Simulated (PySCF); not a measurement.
PySCF job for TiH3, SMILES [TiH3] (connectivity only; charge and spin as stated), neutral, multiplicity 2, PBE-D3(BJ)/def2-TZVPD. The structure is a stationary point at PBE-D3(BJ)/def2-TZVPD. A frequency run showed that this geometry is not a minimum. The multiplicity is an assumed one; other spin states were not compared.

```python
import numpy as np
from pyscf import gto, scf, dft, df
from pyscf.hessian import thermo

mol = gto.M(
    atom='''
    Ti   -0.00000000    0.00000000    0.00000000
    H     1.73527027    0.00000000    0.00000000
    H    -0.86763513    1.50278813    0.00000000
    H    -0.86763513   -1.50278813    0.00000000
    ''',
    basis='def2-TZVPD',
    charge=0,
    spin=1,
    max_memory=1600,
    verbose=3,
)
mf = dft.UKS(mol, xc='pbe').density_fit(auxbasis='def2-universal-jkfit')
mf.disp = 'd3bj'
mf.grids.level = 3
mf.conv_tol = 1e-11
mf.max_cycle = 100
mf.kernel()
fine, coarse = mf.grids, dft.Grids(mol).set(level=1).build(with_non0tab=True)
for _ in range(3):  # follow internal instabilities
    mf.grids = coarse
    mo, _, stable, _ = mf.stability(return_status=True, nroots=4)
    mf.grids = fine
    if stable:
        break
    mf.kernel(mf.make_rdm1(mo, mf.mo_occ))

# [left out here: the lines that compute and print the analytic Hessian (its translational invariance restored by hand, since the grid's response is missing), thermochemistry and intensities]
```

It prints:

```

WARN: HOMO -0.185406694719785 >= LUMO -0.185406694719785

converged SCF energy = -850.907171505077  <S^2> = 0.76098782  2S+1 = 2.0109578
<class 'pyscf.df.df_jk.DFUKS'> wavefunction has an internal instability
converged SCF energy = -850.913303226426  <S^2> = 0.75910781  2S+1 = 2.0090872
<class 'pyscf.df.df_jk.DFUKS'> wavefunction is stable in the internal stability analysis

WARN: DFTD3 does not support analytical Hessian, using finite difference


WARN: Mole.unit (angstrom) is changed to Bohr

Mode                                 0                   1                   2
Irrep
Freq [cm^-1]                     -233.4829            693.2187            693.2352
Reduced mass [au]                   1.0703              1.0348              1.0348
Force const [Dyne/A]               -0.0344              0.2930              0.2930
Char temp [K]                    -335.9299            997.3874            997.4112
Normal mode                   x     y     z       x     y     z       x     y     z
       0  Ti                -0.00 -0.00  0.04    0.00  0.02  0.00   -0.02  0.00 -0.00
       1   H                -0.00  0.00 -0.56    0.00 -0.80 -0.00   -0.06 -0.00  0.00
       2   H                 0.00  0.00 -0.56   -0.37 -0.16 -0.00    0.59  0.37  0.00
       3   H                 0.00 -0.00 -0.56    0.37 -0.16 -0.00    0.59 -0.37  0.00
Mode                                 3                   4                   5
Irrep
Freq [cm^-1]                     1629.9057           1629.9859           1648.0715
Reduced mass [au]                   1.0416              1.0416              1.0080
Force const [Dyne/A]                1.6303              1.6304              1.6131
Char temp [K]                    2345.0715           2345.1867           2371.2080
Normal mode                   x     y     z       x     y     z       x     y     z
       0  Ti                 0.00 -0.03  0.00   -0.03 -0.00  0.00    0.00 -0.00 -0.00
       1   H                -0.00  0.03 -0.00    0.80  0.00 -0.00   -0.58  0.00  0.00
       2   H                -0.33  0.61 -0.00    0.22 -0.33 -0.00    0.29 -0.50  0.00
       3   H                 0.33  0.61 -0.00    0.22  0.33 -0.00    0.29  0.50  0.00
temperature 298.1500 [K]
pressure 101325.00 [Pa]
Rotational constants [GHz] 111.00209 111.00209 55.50105
Symmetry number 6
Zero-point energy (ZPE) 0.01434 [Eh]   37648.975 [J/mol]
                           tot       elec      trans        rot        vib
Entropy [J/mol/K]       221.641      5.763    157.756     55.410      2.712
Cv [J/mol/K]             32.571      0.000     12.472     12.472      7.628
Cp [J/mol/K]             40.886      0.000     20.786     12.472      7.628
Internal energy [J/mol]                      3718.434   3718.434  38276.883
Internal energy [Eh]   -850.89589  -850.91330
Enthalpy [J/mol]                             6197.391   3718.434  38276.883
Enthalpy [Eh]          -850.89495
Gibbs free energy [J/mol]                  -40837.456 -12802.118  37468.280
Gibbs free energy [Eh] -850.92012
mode   freq/cm-1   IR/(km/mol)
   1     -233.48       349.826
   2      693.22        79.052
   3      693.24        79.163
   4     1629.91       441.817
   5     1629.99       441.639
   6     1648.07         0.001
max |gradient| / (hartree/bohr): 2.0533566554431345e-05
APT charges: [ 1.1138 -0.3713 -0.3714 -0.3714]
```

The calculation finished and met its thresholds. The end point has an imaginary mode, so it is no minimum.
